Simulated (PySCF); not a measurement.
**Exercise with solution: oscillator strength and radiative lifetime**

C4H12OSi, SMILES CCCOC[SiH3].

Geometry optimised at B3LYP-D3(BJ)/def2-SVP. Other conformers were not sampled.

TDA-PBE0/def2-SVPD (PySCF) puts the first singlet state with f over 0.02 at 6.87 eV (vertical), with the transition dipole (-0.115, 0.259, 0.207) in atomic units.

### Question
Find the oscillator strength, the wavelength and the radiative lifetime that this transition would have in vacuum if emission retraced absorption.

### Answer

|μ|² = 0.1232 au, so |μ| = 0.89 D. ΔE = 6.87/27.211 = 0.2525 hartree. f = (2/3) ΔE |μ|² = 0.021 (the program prints 0.021).
λ = 1239.84/6.87 = 180 nm; ν = 55410 cm⁻¹.
Einstein's coefficient A = 0.6670 ν² f s⁻¹ (ν in cm⁻¹) = 4.2e7 s⁻¹, so τ = 1/A = 24 ns. This state is S1. The figure is the radiative limit of this one transition; relaxation, internal conversion, crossing to triplets and a medium change what is measured.
